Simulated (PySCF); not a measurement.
Assignment exercise: C₄H₅F₂N

Geometry:
| atom | x (Å) | y (Å) | z (Å) |
| --- | --- | --- | --- |
| C1 | 1.457 | -0.741 | 0.694 |
| C2 | 1.067 | 0.161 | -0.201 |
| C3 | -0.318 | 0.505 | -0.502 |
| N4 | -0.716 | 1.356 | -1.348 |
| C5 | -1.435 | -0.201 | 0.249 |
| F6 | -1.385 | -1.544 | 0.067 |
| F7 | -1.338 | 0.002 | 1.587 |
| H8 | 2.502 | -0.941 | 0.861 |
| H9 | 0.764 | -1.309 | 1.290 |
| H10 | 1.799 | 0.713 | -0.780 |
| H11 | 0.023 | 1.837 | -1.857 |
| H12 | -2.417 | 0.160 | -0.087 |

PySCF calculation with structure optimised with GFN2-xTB, J: B3LYP/pcJ-1 (spin–dipole term only in couplings to heteroatoms) and σ from GIAO-PBE0/pcSseg-1; a single conformation, equivalent nuclei averaged, no solvent model, non-relativistic Hamiltonian.

References, each an isolated molecule treated in the same way: 13C, 1H against TMS.

Problem. Assign these signals to the numbered atoms. 13C{1H} NMR (computed): δ 174.1 (t, J = 26.7 Hz), 137.8, 137.7 (t, J = 2.7 Hz), 124.9 (t, J = 303.7 Hz).

Solution. 
174.1 → C3, carbon bonded to 2 C, N
137.8 → C1, carbon bonded to C, 2 H
137.7 → C2, carbon bonded to 2 C, H
124.9 → C5, carbon bonded to C, 2 F, H

C1 and C2 lie closer than the usual error of such a calculation, so a measured spectrum could show them in the other order.

Problem. Assign these signals to the numbered atoms. 1H NMR (400 MHz, computed): δ 10.98 (br s, 1H), 6.79 (m, 1H), 6.47 (td, J = 61.2, 1.9 Hz, 1H), 6.25 (m, 1H), 6.14 (m, 1H).

Solution. 
10.98 → H11, hydrogen on a nitrogen bonded to C
6.79 → H9, hydrogen on a carbon bonded to C
6.47 → H12, hydrogen on a carbon bonded to C, 2 F
6.25 → H8, hydrogen on a carbon bonded to C
6.14 → H10, hydrogen on a carbon bonded to 2 C

H8 and H10 lie closer than the usual error of such a calculation, so a measured spectrum could show them in the other order.

OH and NH positions are those of a molecule without intermolecular hydrogen bonds; in solution they move with solvent, concentration and temperature, and exchange usually removes their couplings. C–F couplings over four or more bonds (about 3 Hz to the para carbon of a fluoroarene) are left out. Common functionals overestimate the size of one-bond C–F couplings by tens of Hz; these are unscaled. Splittings below 1 Hz are ignored in the labels, and close J values are merged. Unscaled 3J(H,H) at this level run about 10 % above measured values. Shifts are as computed. Against solution values, carbons near 30 ppm lie about +3 ppm off and those near 130 ppm about +5 ppm. Of 1211 compounds with measured shifts, 218 miss one by over three times the rms of a fit or turn the order of signals round; such compounds aren't used in these exercises.
